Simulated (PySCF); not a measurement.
Compound: C8H15NO.
Structure used (GFN2-xTB), in Å, numbered top down from 1:
```xyz
25
C8H15NO angstrom
C      3.521    0.141   -0.784
C      2.369    0.378    0.175
O      2.457    1.065    1.169
N      1.234   -0.268   -0.179
C      0.002   -0.177    0.569
C     -0.600   -1.564    0.878
C     -1.933   -1.616    0.127
C     -2.380   -0.158    0.096
C     -1.087    0.603   -0.203
C     -1.134    2.076    0.176
H      3.218    0.351   -1.807
H      3.845   -0.896   -0.717
H      4.350    0.787   -0.512
H      1.214   -0.800   -1.035
H      0.265    0.352    1.489
H      0.076   -2.362    0.573
H     -0.772   -1.663    1.949
H     -1.782   -1.977   -0.892
H     -2.656   -2.268    0.615
H     -3.154    0.032   -0.647
H     -2.762    0.136    1.075
H     -0.870    0.521   -1.275
H     -1.389    2.190    1.227
H     -0.164    2.539    0.009
H     -1.879    2.601   -0.419
```

Computed at PBE0/pcSseg-1 (PySCF, non-relativistic), with Q(17O) = −0.0256 b, Q(14N) = 0.02044 b: O3, 17O (I = 5/2): χzz = 9.645 MHz, η = 0.029; N4, 14N (I = 1): χzz = -4.733 MHz, η = 0.093.

Problem. Find the zero-field quadrupole resonance frequencies of 17O at O3.

Solution. From the eigenvalues of H = χ/[4I(2I − 1)] × [3Iz² − I(I + 1) + η(Ix² − Iy²)], steps between neighbouring levels, labelled as for η = 0: ±1/2↔±3/2 1.448 MHz, ±3/2↔±5/2 2.893 MHz (amide oxygen).

Problem. Where would the pure quadrupole (NQR) lines of 14N at N4 fall for the rigid, isolated species?

Solution. From ν± = (3/4)|χ|(1 ± η/3) and ν0 = |χ|η/2: ν+ 3.660 MHz, ν− 3.440 MHz, ν0 0.220 MHz (amide nitrogen).

In a crystal, neighbours and librations shift these lines. GFN2-xTB bond lengths can be off by several hundredths of an ångström, more for odd bonds, and the gradients follow them. The small basis limits the accuracy of the gradients.

One conformer stands for the species.
